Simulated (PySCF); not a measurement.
CH4AlClSe, SMILES [Cl][Al]([CH3])[SeH]. Atoms are numbered in the order given.

```xyz
8

Al    -0.4127     0.6616     0.0000
Cl     1.1962     2.0345     0.0000
C     -2.2483     1.3004     0.0000
H     -2.4323     1.9306    -0.8867
H     -2.9850     0.4821     0.0000
H     -2.4323     1.9306     0.8867
Se     0.2222    -1.5680     0.0000
H     -1.1843    -2.0206     0.0000
```

Coordinates come from a B3LYP-D3(BJ)/def2-SVP optimisation. The structure was generated by enumeration; whether it is a known compound was not checked. Other conformers were not sampled.

Computed with PySCF with C-PCM-B3LYP/def2-SVP.

The values are the electrostatic part of the solvation free energy, E(continuum) − E(gas) at the gas-phase geometry, in a cavity of scaled van der Waals radii (PySCF's table); cavitation and dispersion terms are not included. A continuum can't describe solvent molecules that bind to the metal. In vacuum the orbital gap is 6.14 eV. The dipole moment in vacuum is 2.32 D.

| solvent | ε | ΔG(elec) (kcal/mol) | dipole (D) | gap (eV) |
|---|---|---|---|---|
| water | 78.36 | -5.1 | 3.14 | 6.46 |
| dimethylsulfoxide | 46.83 | -5.1 | 3.13 | 6.45 |
| cyclohexanone | 15.62 | -4.8 | 3.08 | 6.44 |
